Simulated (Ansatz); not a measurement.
Reaction (redistribution): `[O]=[Nb]([OH])([F])[Cl]` + `[CH3][AlH][OH]` → `[O]=[Nb]([OH])([OH])[F]` + `[CH3][AlH][Cl]`

Calculated with Ansatz (gas phase, PBE0-D4/def2-TZVP geometries, no zero-point term in ΔE). CBS: MP2 limit from def2 TZ/QZ plus the TZ coupled-cluster correction, frozen cores. DFT in def2-TZVPP. Elements past krypton have def2 core potentials. For Nb outer-core shells are correlated without core-valence functions, which leaves a few kJ/mol of doubt a bond. One conformer a species, not always the lowest.

```csv
species,RPA@PBE/def2-TZVPP energy (Eh)
`[O]=[Nb]([OH])([F])[Cl]`,-767.93893
`[CH3][AlH][OH]`,-358.48853
`[O]=[Nb]([OH])([OH])[F]`,-383.95405
`[CH3][AlH][Cl]`,-742.47387
```

(1) Work out ΔE.

Largest T1 diagnostic among the species: 0.022, so the coupled-cluster value is less sure than usual.

Results:

(1) ΔE = (-383.95405) + (-742.47387) − (-767.93893) − (-358.48853) = -0.00046 Eh = -1.2 kJ/mol. CCSD(T)/CBS gives -3.8 kJ/mol.

From BLYP to BHLYP (50 % exact exchange), in def2-TZVPP and without D4, ΔE moves by −3.9 kJ/mol. At CCSD(T), def2-SVP lies −9.6 kJ/mol from the extrapolated value and def2-TZVPP +1.1 kJ/mol. Leaving LDA and LC-ωPBE aside and taking each functional with its dispersion term where it has one, the values, not all of them listed here, spread over 8.5 kJ/mol, from ωB97X-V to B2PLYP.
